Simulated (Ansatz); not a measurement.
Ansatz (a first-principles code) input (CCSD(T)/aug-cc-pVDZ):

Ansatz 0.2 input:
```yaml
crystal:
  periodic: [false, false, false]
  atoms:
    - {symbol: B, position_ang: [0.94978777, -0.02916761, -0.10003943]}
    - {symbol: C, position_ang: [-0.58452339, -0.07107668, -0.00923838]}
    - {symbol: H, position_ang: [1.69160790, 0.79740755, 0.33312697]}
    - {symbol: H, position_ang: [-1.04201850, 0.91001100, -0.18700148]}
    - {symbol: H, position_ang: [-1.07959224, -0.81779340, -0.63116826]}
    - {symbol: H, position_ang: [-0.81179566, -0.31732705, 1.04067027]}
basis:
  gaussian:
    orbitals: aug-cc-pVDZ
magnetization: {spin_polarized: true, initial_magnetization: 1}
correlation: {method: ccsd_t, electrons: outside_noble_gas}
output: {forces: true}
```

End of the output:

```
determinant -1762.00401013 eV, -64.7524530430 hartree, with singles and doubles -1768.95491755 eV, -65.0078941792 hartree
2 core orbitals not correlated
reference -1763.60086680 eV, -64.8111364434 hartree; 6, 5 occupied and 74, 75 virtual orbitals, 802 factors
densities: 0.75 GiB planned
second order -5.89855479 eV of doubles, -0.00000000 eV of singles
coupled cluster: 0.47 GiB planned
cycle   1  -6.76728249 eV  change   -2.7e-1 eV  update   2.0e-2
cycle   2  -6.77946155 eV  change   -1.2e-2 eV  update   5.5e-3
cycle   3  -6.78211093 eV  change   -2.6e-3 eV  update   2.3e-3
cycle   4  -6.78293792 eV  change   -8.3e-4 eV  update   8.1e-4
cycle   5  -6.78303259 eV  change   -9.5e-5 eV  update   2.9e-4
cycle   6  -6.78307716 eV  change   -4.5e-5 eV  update   1.1e-4
cycle   7  -6.78310195 eV  change   -2.5e-5 eV  update   3.9e-5
cycle   8  -6.78310987 eV  change   -7.9e-6 eV  update   2.0e-5
cycle   9  -6.78310833 eV  change    1.5e-6 eV  update   1.3e-5
cycle  10  -6.78310612 eV  change    2.2e-6 eV  update   9.6e-6
cycle  11  -6.78310673 eV  change   -6.1e-7 eV  update   6.4e-6
cycle  12  -6.78310706 eV  change   -3.3e-7 eV  update   3.2e-6
cycle  13  -6.78310709 eV  change   -2.8e-8 eV  update   1.2e-6
cycle  14  -6.78310697 eV  change    1.2e-7 eV  update   4.3e-7
perturbative correction -0.18882696 eV, -0.0069392628 hartree
the calculation of the forces begins
Total energy: -1770.57280074 eV, -65.0673502897 hartree
Atom 0 at     0.949788    -0.029168    -0.100039 Å, force     0.492277    -0.309850    -0.201528 eV/Å
Atom 1 at    -0.584523    -0.071077    -0.009238 Å, force    -0.308525     0.021069    -0.048580 eV/Å
Atom 2 at     1.691608     0.797408     0.333127 Å, force     0.248650     0.309574     0.157719 eV/Å
Atom 3 at    -1.042018     0.910011    -0.187001 Å, force    -0.170399     0.384314    -0.061362 eV/Å
Atom 4 at    -1.079592    -0.817793    -0.631168 Å, force    -0.188942    -0.309965    -0.256204 eV/Å
Atom 5 at    -0.811796    -0.317327     1.040670 Å, force    -0.073061    -0.095143     0.409955 eV/Å
Dipole moment:    -0.206066     0.085462     0.071196 e Å
```

It need not be the lowest isomer of its formula.
